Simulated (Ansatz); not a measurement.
Ansatz results at the PBE0-D4/def2-TZVP geometry: size of the dipole moment (ωB97M-V/def2-TZVPP) 1.56 D; HOMO–LUMO gap (B3LYP/def2-TZVPP) 7.02 eV; HOMO–LUMO gap (PBE/def2-TZVPP) 5.30 eV.

Each molecule was computed in one conformer, which needn't be the lowest.

**Question.** Which molecule gave them?
A. `C[SiH]1[O][Al]1[TeH]`
B. `[SiH3][SiH2]CCl`
C. `NC(O)=[Se]`
D. `BN1C[SiH2]1`

**Answer.** B. The others give `NC(O)=[Se]`: 3.77, 5.11, 3.54; `C[SiH]1[O][Al]1[TeH]`: 1.32, 4.16, 2.81; `BN1C[SiH2]1`: 2.27, 7.14, 5.52.

B3LYP here is the variant with VWN-RPA as its local correlation; programs differ in this.
